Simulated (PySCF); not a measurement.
The numbers are results of B3LYP-D3(BJ)/def2-TZVP // M06-2X/def2-TZVP run with PySCF 2.14.0, not measurements. Isolated molecules, 0 K electronic values unless said otherwise. One relaxed conformer stands for a flexible species; it need not be the lowest. B3LYP has the VWN-RPA correlation part, as in Gaussian. Delta-SCF ions had no search for a lower state. 

Reference species (SMILES): `B` (neutral, multiplicity 1).

| Property | Value |
|---|---|
| vertical ionisation energy (Delta-SCF) | 13.18 eV |
| HOMO–LUMO gap | 7.53 eV |

Changed species: `BB(O)O` (X = borono; the reference has X = H).

Q: What does the change do to the vertical ionisation energy (Delta-SCF) and HOMO–LUMO gap?

A: the vertical ionisation energy (Delta-SCF) decreases by 2.60 eV, to 10.58 eV; the HOMO–LUMO gap drops by 2.04 eV, to 5.49 eV.
